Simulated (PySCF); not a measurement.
**Two-component Hartree-Fock for Hg³⁺ (mercury, charge +3)**

Start: [Xe] 4f14 5d8 6s1; 5d3/2 filled at m_j = -1/2, +1/2, +3/2; 5d5/2 filled at m_j = -3/2, -1/2, +1/2, +3/2, +5/2; 6s1/2 filled at m_j = +1/2. Calculated with PySCF 2.14 in x2c-TZVPall-2c (11s11p10d2f, 108 functions): generalised Hartree-Fock with the X2C-1e Hamiltonian and a Gaussian nucleus; spin-orbit coupling (SO) screened by Boettger's factors. This is a chosen level, not necessarily the ground level.

| spinor shell | electrons | ε, screened SO (eV) | weight of nominal j (screened SO) | rms radius, screened SO (bohr) |
| --- | --- | --- | --- | --- |
| 1s1/2 | 2 | -83577.4 | 1.000 | 0.0187 |
| 2s1/2 | 2 | -14995.3 | 1.000 | 0.0755 |
| 2p1/2 | 2 | -14364.7 | 1.000 | 0.0639 |
| 2p3/2 | 4 | -12411.5 | 1.000 | 0.0720 |
| 3s1/2 | 2 | -3657.6 | 1.000 | 0.193 |
| 3p1/2 | 2 | -3374.7 | 1.000 | 0.184 |
| 3p3/2 | 4 | -2935.7 | 1.000 | 0.201 |
| 3d3/2 | 4 | -2472.8 | 1.000 | 0.176 |
| 3d5/2 | 6 | -2379.0 | 1.000 | 0.180 |
| 4s1/2 | 2 | -872.26 | 1.000 | 0.424 |
| 4p1/2 | 2 | -749.90 | 1.000 | 0.429 |
| 4p3/2 | 4 | -642.34 | 1.000 | 0.463 |
| 4d3/2 | 4 | -442.19 | 1.000 | 0.475 |
| 4d5/2 | 6 | -421.24 | 1.000 | 0.486 |
| 5s1/2 | 2 | -177.18 | 1.000 | 0.964 |
| 4f5/2 | 6 | -160.95 | 0.998 | 0.525 |
| 5p1/2 | 2 | -135.18 | 0.996 | 1.04 |
| 5p3/2 | 4 | -114.11 | 0.998 | 1.13 |
| 5d5/2 | 5 | -53.125 | 0.738 | 1.46 |
| 5d3/2 | 3 | -54.822 | 0.873 | 1.43 |
| 6s1/2 | 1 | -38.697 | 1.000 | 2.53 |

(1) Where does 4f7/2 lie, and what is the 4f spin-orbit splitting (screened SO)?

| quantity | screened SO |
| --- | --- |
| E (hartree) | -19637.23373 |
| M_J | 9/2 |
| ⟨J²⟩ | 24.756 |
| ⟨L²⟩ | 12.460 |
| ⟨S²⟩ | 3.818 |

Each row is a mean over spinors that exchange with the open shell spreads, by up to 7.971 eV (5p3/2).

Rows whose weight is well below 1 are mixtures of j = l ± 1/2: exchange outweighs spin-orbit coupling there, and the label is only the starting occupation.

Breit and QED terms are absent; they matter most for the inner s and p1/2 levels.

Densities and radii are taken from the X2C orbitals without a picture-change correction, which distorts them close to the nucleus.

Results:

(1) At -156.62 eV, 4.323 eV above 4f5/2.
